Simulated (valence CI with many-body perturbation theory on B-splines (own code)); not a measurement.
Values are calculated unless marked as measured or tabulated.
**W LXI: what each term of the Hamiltonian does**

Level of theory: valence CI with perturbative core correlation (CI+MBPT): four valence electrons over a frozen Dirac-Fock core [Ne], radial functions for each j: 11 s, 11 p, 9 d, 7 f, 5 g, 2 h, 1 i, with the one-electron correlation potential Σ1, the two-electron term Σ2, the three-electron term Σ3, Breit, model QED; selected CI, second order for the rest (own B-spline code, finite nucleus).

The last digits are not significant, and no measured levels were compared; by estimate large intervals hold to a few tenths of a per cent, small ones and those within an open d or f shell to about a per cent.

Each rung adds one term. CI alone is the Dirac-Coulomb CI over the frozen core; QED comes last and gives the full result, which names the levels. Energies are above (3s^2 3p1/2^2) J=0 on the same rung, in eV.

Levels are named by their leading jj configuration (3d3/2^4 stands for four electrons in 3d with j = 3/2), which in mixed levels can hold well under half, so a name can repeat and another be missing. Letters in brackets count levels of one name in rising energy.

```csv
Level,CI alone
(3s^2 3p1/2 3p3/2) J=1,351.5
(3s^2 3p1/2 3p3/2) J=2,361.4
(3s 3p1/2^2 3p3/2) J=2,521.4
(3s 3p1/2^2 3p3/2) J=1,549.2
(3s^2 3p1/2 3d3/2) J=2,574.5
(3s^2 3p1/2 3d3/2) J=1,618.4
(3s^2 3p1/2 3d5/2) J=2,676.9
(3s^2 3p1/2 3d5/2) J=3,678.7
(3s^2 3p3/2^2) J=2,719.6
(3s^2 3p3/2^2) J=0,739.6
(3s 3p1/2^2 3d3/2) J=1,747.7
(3s 3p1/2^2 3d3/2) J=2,755.5
(3s 3p1/2^2 3d5/2) J=3,846.1
(3s 3p1/2^2 3d5/2) J=2,859.8
(3s 3p1/2 3p3/2^2) J=2 [a],864.0
(3s 3p1/2 3p3/2^2) J=3,883.5
```

(1) What do these energies become with core correlation, Breit and QED?

(2) How does the ionisation energy move along the ladder, and which term matters most?

Results:

(1) (3s^2 3p1/2 3p3/2) J=1 347.8 (-3.66); (3s^2 3p1/2 3p3/2) J=2 357.1 (-4.22); (3s 3p1/2^2 3p3/2) J=2 516.5 (-4.90); (3s 3p1/2^2 3p3/2) J=1 544.2 (-5.02); (3s^2 3p1/2 3d3/2) J=2 568.0 (-6.51); (3s^2 3p1/2 3d3/2) J=1 611.8 (-6.65); (3s^2 3p1/2 3d5/2) J=2 668.7 (-8.15); (3s^2 3p1/2 3d5/2) J=3 669.9 (-8.82); (3s^2 3p3/2^2) J=2 712.0 (-7.56); (3s^2 3p3/2^2) J=0 732.4 (-7.10); (3s 3p1/2^2 3d3/2) J=1 740.9 (-6.81); (3s 3p1/2^2 3d3/2) J=2 748.3 (-7.25); (3s 3p1/2^2 3d5/2) J=3 836.6 (-9.47); (3s 3p1/2^2 3d5/2) J=2 850.6 (-9.25); (3s 3p1/2 3p3/2^2) J=2 [a] 855.8 (-8.23); (3s 3p1/2 3p3/2^2) J=3 874.2 (-9.27).

(2) CI alone 6595.9, + Σ1 6597.1, + Σ2 6597.2, + Σ3 6597.0, + Breit 6586.9, + QED 6586.7 eV. The largest step is Breit, -10.1 eV. NIST lists 6596 ± 7 eV (semi-empirical).
